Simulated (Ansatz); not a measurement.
Consider the formal exchange of groups at a C–B bond: `CCBS[SiH3]` + `CCC(C)CC` → `CCCCC(C)CC` + `BS[SiH3]`.

Gas-phase electronic energies from Ansatz, PBE0-D4/def2-TZVP geometries. CCSD(T)/CBS is the MP2 limit (def2-TZVPP, def2-QZVPP) plus CCSD(T) − MP2 in def2-TZVPP, frozen cores. Functionals use def2-TZVPP. Each species was taken in one conformer, which may not be the lowest.

```
             level  ΔE (kJ/mol)
               PBE         45.0
            r2SCAN         43.6
     HF/def2-TZVPP         39.3
CCSD(T)/def2-TZVPP         35.7
```

Task: What does CCSD(T)/CBS give? (An estimate is asked.)

Result: Computed: +36.9 kJ/mol. The listed levels differ from it by 8.1, 6.7, 2.4, -1.2 kJ/mol.

Largest T1 diagnostic among the species: 0.014.
